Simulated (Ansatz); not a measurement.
The cluster Pd2S2. Total charge 0; quintet. Geometry PBE0-D4/def2-SVP; atoms count from 1.

```xyz
4

Pd   -1.0628   -0.5306    0.5609
Pd    1.0628    0.5306   -0.5609
S     1.0498   -0.5097    1.5070
S    -1.0498    0.5097   -1.5070
```

In the def2 sets Pd takes a core potential; there is no spin–orbit coupling. At PBE0-D4/def2-TZVP a triplet of charge 0 lies 0.85 eV below the quintet, each at its own geometry. The structure comes from a short search, and lower isomers may exist.

**Question.** Estimate the Mulliken populations from the PBE0/def2-TZVP orbitals of Ansatz.

**Answer.** 
```tsv
atom	charge (e)	spin (α − β)	d electrons
Pd1	0.31	0.74	9.03
Pd2	0.31	0.74	9.03
S3	-0.31	1.26	–
S4	-0.31	1.26	–
```
Mulliken values and Mayer orders depend strongly on the basis.

**Question.** Where does the spin sit?

**Answer.** Summed by element: Pd 1.49, S 2.51, of 4 unpaired in all. Largest on single atoms: S3 1.26, S4 1.26, Pd1 0.74.

**Question.** And the Mayer bond orders between bonded heavy atoms (over 0.3)?

**Answer.** Pd1–Pd2 0.47 (2.63 Å); Pd1–S3 0.88 (2.31 Å); Pd1–S4 0.88 (2.31 Å); Pd2–S3 0.88 (2.31 Å); Pd2–S4 0.88 (2.31 Å).
